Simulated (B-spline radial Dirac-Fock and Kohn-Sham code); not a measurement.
What relativity does to the binding energies of Ru

System: atomic ruthenium, configuration [Kr] 4d7 5s1.

Both columns are ΔSCF binding energies of the configuration average from a radial B-spline solver: non-relativistic Hartree-Fock with a point nucleus, and Dirac-Fock with a finite nucleus and the Coulomb interaction alone, averaged over the two j levels with weights 2j+1.

```csv
shell,Hartree-Fock (eV),Dirac-Fock (eV),shift (eV),shift (%)
1s,21587.7,22188.6,+600.93,+2.78
2s,3101.7,3245.0,+143.28,+4.62
2p,2856.2,2895.3,+39.14,+1.37
3s,569.4,597.6,+28.23,+4.96
3p,472.1,480.1,+7.97,+1.69
4p,53.65,54.68,+1.03,+1.92
4d,8.62,8.14,-0.48,-5.58
5s,5.60,5.94,+0.34,+6.11
```

Relativity binds 1s, 2s, 2p, 3s, 3p, 4p, 5s more strongly, among those listed most of all 5s in relative terms, and 4d more weakly, because the contracted s and p shells screen the nucleus better.

Values without a named source are computed, but for edge energies of neutral atoms, which are taken from tables.
